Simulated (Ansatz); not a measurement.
Ansatz results at the PBE0-D4/def2-TZVP geometry: HOMO–LUMO gap (PBE/def2-TZVPP) 5.57 eV; LUMO energy (ωB97M-V/def2-TZVPP) 2.23 eV; LUMO energy (B3LYP/def2-TZVPP) 0.44 eV.

Each molecule was computed in one conformer, which needn't be the lowest.

(1) Which molecule gave them?
A. `S=C[SiH2][SnH3]`
B. `CO[SiH](C)N`
C. `OCCN[SiH3]`
D. `C[SiH2]NCO`

Answers

(1) D. The others give `OCCN[SiH3]`: 5.06, 1.98, 0.19; `CO[SiH](C)N`: 6.00, 2.26, 0.53; `S=C[SiH2][SnH3]`: 1.54, -0.76, -3.01.

B3LYP here is the variant with VWN-RPA as its local correlation; programs differ in this.
